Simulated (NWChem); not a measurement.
System: PbSiH₄, singlet; SMILES [SiH3][PbH]

NWChem printed, in part:

```
             Northwest Computational Chemistry Package (NWChem) 7.3.0
             --------------------------------------------------------

 C1  symmetry detected

                             Geometry "geometry" -> ""
                             -------------------------

 Output coordinates in angstroms (scale by  1.889725989 to convert to a.u.)

  No.       Tag          Charge          X              Y              Z
 ---- ---------------- ---------- -------------- -------------- --------------
    1 Pb                  82.0000    -0.02006263     0.47034632     0.00028294
    2 H                    1.0000     1.81135488     0.56142605    -0.00680231
    3 Si                  14.0000    -0.00747590    -2.19100515     0.00089424
    4 H                    1.0000     0.90762878    -2.83716233     0.94064322
    5 H                    1.0000     0.32828216    -2.79774047    -1.29083139
    6 H                    1.0000    -1.29746770    -2.82084941     0.32127018

 Effective nuclear repulsion energy (a.u.)     307.1303390172

                                Z-matrix (autoz)
                                --------

 Units are Angstrom for bonds and degrees for angles

      Type          Name      I     J     K     L     M      Value
      ----------- --------  ----- ----- ----- ----- ----- ----------
    1 Stretch                  1     2                       1.83369
    2 Stretch                  1     3                       2.66138
    3 Stretch                  3     4                       1.46221
    4 Stretch                  3     5                       1.46609
    5 Stretch                  3     6                       1.47086
    6 Bend                     1     3     4               116.42375
    7 Bend                     1     3     5               114.50183
    8 Bend                     1     3     6               115.09453
    9 Bend                     2     1     3                92.57613
   10 Bend                     4     3     5               103.88934
   11 Bend                     4     3     6               102.68912
   12 Bend                     5     3     6               102.44781
   13 Torsion                  2     1     3     4          46.07378
   14 Torsion                  2     1     3     5         -75.32947
   15 Torsion                  2     1     3     6         166.31023

                           NWChem Geometry Optimization
                           ----------------------------

 maximum gradient threshold         (gmax) =   0.000450
 rms gradient threshold             (grms) =   0.000300
 maximum cartesian step threshold   (xmax) =   0.001800
 rms cartesian step threshold       (xrms) =   0.001200
 fixed trust radius                (trust) =   0.300000
 source of zmatrix                         =   autoz

          -------------------
          Energy Minimization
          -------------------

 Using diagonal initial Hessian
 Scaling for Hessian diagonals: bonds = 1.00  angles = 0.25  torsions = 0.10

          --------
          Step   0

                                 NWChem DFT Module
                                 -----------------

 Summary of "ao basis" -> "ao basis" (spherical)
 ------------------------------------------------------------------------------
       Tag                 Description            Shells   Functions and Types
 ---------------- ------------------------------  ------  ---------------------
 Pb                         def2-svp                10       26   4s4p2d
 H                          def2-svp                 3        5   2s1p
 Si                         def2-svp                 8       18   4s3p1d

[...]

      ----------------------
      Optimization converged
      ----------------------

  Step       Energy      Delta E   Gmax     Grms     Xrms     Xmax
  ---- ---------------- -------- -------- -------- -------- --------
@   15    -484.50890461 -3.0D-08  0.00002  0.00001  0.00067  0.00167
                                     ok       ok       ok       ok

                                Z-matrix (autoz)
                                --------

 Units are Angstrom for bonds and degrees for angles

      Type          Name      I     J     K     L     M      Value     Gradient
      ----------- --------  ----- ----- ----- ----- ----- ---------- ----------
    1 Stretch                  1     2                       1.85501    0.00002
    2 Stretch                  1     3                       2.74097   -0.00002
    3 Stretch                  3     4                       1.50162   -0.00000
    4 Stretch                  3     5                       1.50160    0.00000
    5 Stretch                  3     6                       1.50007   -0.00001
    6 Bend                     1     3     4               110.64713    0.00000
    7 Bend                     1     3     5               110.68742   -0.00000
    8 Bend                     1     3     6               114.08286    0.00000
    9 Bend                     2     1     3                86.92471   -0.00001
   10 Bend                     4     3     5               107.09750    0.00000
   11 Bend                     4     3     6               106.99435   -0.00000
   12 Bend                     5     3     6               107.00005   -0.00000
   13 Torsion                  2     1     3     4          59.38352   -0.00000
   14 Torsion                  2     1     3     5         -59.17943   -0.00000
   15 Torsion                  2     1     3     6        -179.91666   -0.00000

                         Geometry "geometry" -> "geometry"
                         ---------------------------------

 Output coordinates in angstroms (scale by  1.889725989 to convert to a.u.)

  No.       Tag          Charge          X              Y              Z
 ---- ---------------- ---------- -------------- -------------- --------------
    1 Pb                  82.0000    -0.03067332     0.51424496     0.15551306
    2 H                    1.0000     1.78730475     0.43499939    -0.20465732
    3 Si                  14.0000    -0.02557569    -2.22367338     0.02629701
    4 H                    1.0000     0.91013465    -2.80029618     1.04943347
    5 H                    1.0000     0.44985186    -2.69033725    -1.31943571
    6 H                    1.0000    -1.36878265    -2.84992252     0.25830638

 Effective nuclear repulsion energy (a.u.)     299.5574942280

                Final and change from initial internal coordinates
                --------------------------------------------------

                                Z-matrix (autoz)
                                --------

[...]

 Rotational Constants
 --------------------
 A=   1.810598 cm-1  (  2.604988 K)
 B=   0.078528 cm-1  (  0.112981 K)
 C=   0.077293 cm-1  (  0.111205 K)

 Temperature                      =   298.15K
 frequency scaling parameter      =   1.0000

 Zero-Point correction to Energy  =   17.810 kcal/mol  (  0.028382 au)
 Thermal correction to Energy     =   21.051 kcal/mol  (  0.033548 au)
 Thermal correction to Enthalpy   =   21.644 kcal/mol  (  0.034491 au)

 Total Entropy                    =   75.425 cal/mol-K
   - Translational                =   42.308 cal/mol-K (mol. weight = 239.9848)
   - Rotational                   =   24.488 cal/mol-K (symmetry #  =        1)
   - Vibrational                  =    8.629 cal/mol-K

 Cv (constant volume heat capacity) =   15.593 cal/mol-K
   - Translational                  =    2.979 cal/mol-K
   - Rotational                     =    2.979 cal/mol-K
   - Vibrational                    =    9.635 cal/mol-K

[normal modes left out]

 ----------------------------------------------------------------------------
 Normal Eigenvalue ||           Projected Infra Red Intensities
  Mode   [cm**-1]  || [atomic units] [(debye/angs)**2] [(KM/mol)] [arbitrary]
 ------ ---------- || -------------- ----------------- ---------- -----------
    1       -0.000 ||    0.000091           0.002         0.089       0.013
    2        0.000 ||    0.000118           0.003         0.115       0.016
    3        0.000 ||    0.000003           0.000         0.003       0.000
    4        0.000 ||    0.000031           0.001         0.030       0.004
    5        0.000 ||    0.000587           0.014         0.572       0.081
    6        0.000 ||    0.003790           0.087         3.695       0.526
    7      100.507 ||    0.001823           0.042         1.778       0.253
    8      248.740 ||    0.011248           0.259        10.965       1.560
    9      335.078 ||    0.017154           0.396        16.723       2.379
   10      335.684 ||    0.014561           0.336        14.195       2.020
   11      549.011 ||    0.032177           0.742        31.368       4.463
   12      834.692 ||    0.355597           8.204       346.653      49.324
   13      926.277 ||    0.041095           0.948        40.061       5.700
   14      941.383 ||    0.036457           0.841        35.540       5.057
   15     1611.548 ||    0.446868          10.310       435.629      61.984
   16     2183.183 ||    0.098153           2.264        95.685      13.615
   17     2195.578 ||    0.113306           2.614       110.456      15.716
   18     2202.402 ||    0.124636           2.875       121.501      17.288
 ----------------------------------------------------------------------------
```

Level: PBE0/def2-SVP with def2 effective core potentials on Pb. Low-valent species are run as closed-shell singlets; no triplet was tried in these runs. def2 effective core potentials on Pb; no spin-orbit coupling.

**Question.** Which NWChem input produces such a log?

**Answer.** This is not unique; one that fits is the input that was run:
```
start job
memory heap 200 mb stack 900 mb global 1100 mb
geometry units angstroms
  Pb    -0.009577     0.262189     0.237091
  H     -0.089961     1.521224    -1.093625
  Si     0.065947    -1.748423    -1.504944
  H      0.987584    -1.600000    -2.630386
  H     -1.220073    -2.050709    -2.140705
  H      0.453617    -3.049652    -0.939313
end
basis spherical
  * library def2-svp
end
ecp
  Pb library def2-ecp
end
dft
  xc pbe0
  iterations 150
end
driver
  maxiter 120
end
task dft optimize
dft
  grid fine
  convergence energy 1d-8 density 1d-7
end
task dft freq numerical
```
